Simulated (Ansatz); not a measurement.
Reactions of CH8InNSi, SMILES `C[N]([SiH3])[InH2]`.

Gas-phase electronic energies from Ansatz, PBE0-D4/def2-TZVP geometries. CBS: MP2 limit from def2 TZ/QZ plus the TZ coupled-cluster correction, frozen cores. This one scheme is used for every species. DFT in def2-TZVPP. Elements past krypton have def2 core potentials. For In, Se outer-core shells are correlated without core-valence functions, which leaves a few kJ/mol of doubt a bond. Scalar relativity is left out up to krypton. Each species was taken in one conformer, which may not be the lowest.

| reaction | r2SCAN-D4 (eV) | revPBE-D4 (eV) |
| --- | --- | --- |
| `C[N]([SiH3])[InH2]` + `CF` → `F[CH2][InH2]` + `CN[SiH3]` | 0.73 | 0.69 |
| `C[N]([SiH3])[InH2]` + `SC=[Se]` → `[SiH3]C(S)=[Se]` + `C[NH][InH2]` | 0.56 | 0.49 |
| `C[N]([SiH3])[InH2]` + `CO[SiH2]S` → `CO[SiH]([SiH3])S` + `C[NH][InH2]` | 0.42 | 0.30 |
| `C[N]([SiH3])[InH2]` → `C[NH][InH2]` + `[SiH2]` | 3.20 | 2.94 |

Question: Give the CCSD(T)/CBS values in the same order. (Best estimate.)

Answer: Ansatz gave: 0.85, 0.58, 0.54, 3.06 eV.

Largest T1 diagnostic: 0.017, for `SC=[Se]`.
